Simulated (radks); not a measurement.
The numbers below are computed, except where a source is named.
Task: Hg XVII, configuration [Kr] 4d10 4f14 5s2 5p2. Level of theory: scalar-relativistic Kohn-Sham, PBE, spin-polarised, spherical densities, finite nucleus; open shells are filled with parallel spins first (spin-orbit coupling, left out, can overturn this in heavy ions); Fermi nuclear charge, rms radius 5.4648 fm (a radial shooting solver on a logarithmic mesh with Libxc functionals). Some entries of the table are withheld. Estimate them.

| orbital | occ. | eigenvalue (hartree) | <r^2> (bohr^2) |
|---|---|---|---|
| 1s up | 1 | -3068.102 | 0.0003809 |
| 1s down | 1 | -3068.088 | 0.0003809 |
| 2s up | 1 | -554.3008 | 0.005796 |
| 2s down | 1 | -554.2935 | 0.005796 |
| 2p up | 3 | -479.9345 | 0.004896 |
| 2p down | 3 | -479.9229 | 0.004896 |
| 3s up | 1 | -141.0353 | 0.03731 |
| 3s down | 1 | -141.0268 | 0.03731 |
| 3p up | 3 | -119.5314 | 0.03843 |
| 3p down | 3 | -119.5216 | 0.03843 |
| 3d up | 5 | -96.88909 | 0.03181 |
| 3d down | 5 | -96.87933 | 0.03181 |
| 4s up | 1 | -40.58321 | 0.1789 |
| 4s down | 1 | -40.56573 | 0.1788 |
| 4p up | 3 | -33.50794 | 0.2039 |
| 4p down | 3 | -33.48859 | 0.2036 |
| 4d up | 5 | -25.10037 | 0.2284 |
| 4d down | 5 | -25.07639 | 0.2277 |
| 5s up | 1 | (1) | 0.7725 |
| 4f up | 7 | -15.74456 | 0.2573 |
| 4f down | 7 | -15.71200 | 0.2550 |
| 5s down | 1 | (2) | 0.7709 |
| 5p up | 2 | (3) | 0.9219 |
| 5p down | 0 | (4) | 0.9230 |

Result: 
(1) 5s up eigenvalue (hartree): -15.78895
(2) 5s down eigenvalue (hartree): -15.65212
(3) 5p up eigenvalue (hartree): -13.54969
(4) 5p down eigenvalue (hartree): -13.40675
